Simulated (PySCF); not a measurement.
These 3 structures share the formula C6H12SSi2. Method used: PySCF 2.14.0, PBE0-D3(BJ)/def2-SVP geometry optimisation, gas phase. One conformer each; no zero-point energy, no entropy. No frequencies were run at this level. Point groups hold within 0.08 Å.

Question: Order them by energy at this level, lowest first, and give relative energies in kJ/mol.
A. `[SiH3:1][CH2:2][CH2:3][SiH2:4][c:5]1[cH:6][cH:7][cH:8][s:9]1` with Si1–C2–C3–Si4 180°, C2–C3–Si4–C5 179°, C3–Si4–C5–C6 106°
B. `[CH2:1]=[C:2]([CH3:3])[CH2:4][C:5]#[C:6][SiH2:7][S:8][SiH3:9]` with C1–C2–C4–C5 121°, C6–Si7–S8–Si9 -49°
C. `[CH3:1][CH2:2][Si@H:3]([SiH3:4])[c:5]1[cH:6][cH:7][cH:8][s:9]1` with C1–C2–Si3–Si4 177°, C2–Si3–C5–C6 -137°

Answer: C (0.0), A (23.9), B (91.4).

As drawn, the lowest has an aromatic ring and an Si–Si bond, which the highest lacks; the highest has a C≡C bond and a C=C bond outside aromatic rings, which the lowest lacks.

| SMILES | E (Eh) | E rel (kJ/mol) | dipole (D) | point group | A, B, C (MHz) |
| --- | --- | --- | --- | --- | --- |
| CC[Si@H]([SiH3])c1cccs1 | -1211.91792 | 0.0 | 1.01 | C1 | 1255, 704.3, 561.6 |
| [SiH3]CC[SiH2]c1cccs1 | -1211.90883 | 23.9 | 0.97 | C1 | 2556, 357.1, 343.4 |
| C=C(C)CC#C[SiH2]S[SiH3] | -1211.88311 | 91.4 | 2.33 | C1 | 1417, 540.7, 454.0 |

Question: How do the relative energies change in single points at B3LYP/pcSseg-1 (no added dispersion term) on the same geometries?

Answer: 
```json
{"SMILES": "CC[Si@H]([SiH3])c1cccs1", "PBE0-D3(BJ)/def2-SVP (kJ/mol)": "0.0", "B3LYP/pcSseg-1 (kJ/mol)": "0.0", "shift": "0.0"}
{"SMILES": "[SiH3]CC[SiH2]c1cccs1", "PBE0-D3(BJ)/def2-SVP (kJ/mol)": "23.9", "B3LYP/pcSseg-1 (kJ/mol)": "11.8", "shift": "-12.1"}
{"SMILES": "C=C(C)CC#C[SiH2]S[SiH3]", "PBE0-D3(BJ)/def2-SVP (kJ/mol)": "91.4", "B3LYP/pcSseg-1 (kJ/mol)": "45.8", "shift": "-45.6"}
```

Each column counts from its own lowest isomer. The order is unchanged; the largest shift is 45.6 kJ/mol.
